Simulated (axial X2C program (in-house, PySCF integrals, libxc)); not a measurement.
## Spin–orbit effects along a row: molecules with Na (ions), CCSD(T)

Calculated with an in-house all-electron X2C program for linear molecules (integrals from PySCF), spin-free (one-electron X2C) or two-component (2c: spin–orbit coupling with atomic mean-field Coulomb and Gaunt terms, which also bring small scalar terms), in Dyall basis sets with cores contracted in-house; open shells are unrestricted.

Basis sets: B dyall-v3z, Be dyall-cv3z, Li dyall-cv3z, N dyall-av3z, Na dyall-cv3z, O dyall-av3z. Frozen shells (counts by l): LiNa⁺ Na 1s, Li 1s, 9 electrons correlated; NaBe⁺ Na 1s, Be 1s, 10 electrons correlated; NaB⁺ Na 1s, B 1s, 11 electrons correlated; NaN⁺ Na 1s, N 1s, 13 electrons correlated; NaO⁺ Na 1s, O 1s, 14 electrons correlated. Coupled cluster in natural virtuals with an MP2 remainder. Where the outer core of a metal is frozen, bonds come out longer and ionisation energies lower. Frozen cores can differ along the series, which adds to the trend.

```tsv
molecule	spin-free state	Re (Å)	ωe (cm⁻¹)	De (eV)	2c state	Re 2c (Å)	ωe 2c (cm⁻¹)	De 2c (eV)
LiNa⁺	M_S = 1/2, Λ = 0	3.388	190.3	1.01	Ω = 1/2	3.388	190.3	1.01
NaBe⁺	?	?	?	?	?	?	?	?
NaB⁺	M_S = 1/2, Λ = 0	2.854	208.3	0.55	Ω = 1/2	2.854	208.3	0.55
NaN⁺	M_S = 3/2, Λ = 0	2.656	139.5	0.11	Ω = 3/2	2.656	139.4	0.11
NaO⁺	M_S = 1, Λ = 0	2.496	191.0	0.28	Ω = 1	2.496	191.0	0.27
```

(1) Estimate the 2c Re and ωe of NaBe⁺ as the mean of its neighbours in the table.

Fragments in 2c: Na+ + Li, Na+ + Be, Na+ + B, Na+ + N, Na+ + O. Each entry is the lowest single determinant of a limited PBE0 search at one distance. De goes to single-determinant-based atoms at the same level (for ions the charge split of lowest energy) and is withheld (n/a) where an atom does not fit its ground term or J level. Main or longest-lived isotopes. One determinant is a doubtful description, or other states lie close, for NaN⁺, NaO⁺; these need not be ground states, and all values refer to the states named. Some open-shell Ω = 0 determinants are out of reach, so the Ω given for NaO⁺ need not be the lowest component. With several unpaired electrons the Ω given is that of one determinant, not necessarily of the lowest component. Some light 2c atoms are not at their ground J level, so De misses part of their lowering (0.04 eV or less).

Results:

(1) Re ≈ 3.121 Å, ωe ≈ 199.3 cm⁻¹. The CCSD(T) runs give the row below, so the estimate misses by 0.148 Å and -1.0 cm⁻¹.

```
molecule  spin-free state  Re (Å)  ωe (cm⁻¹)  De (eV)  2c state  Re 2c (Å)  ωe 2c (cm⁻¹)  De 2c (eV)
   NaBe⁺   M_S = 0, Λ = 0   2.972      200.3     0.39     Ω = 0      2.973         200.3        0.39
```
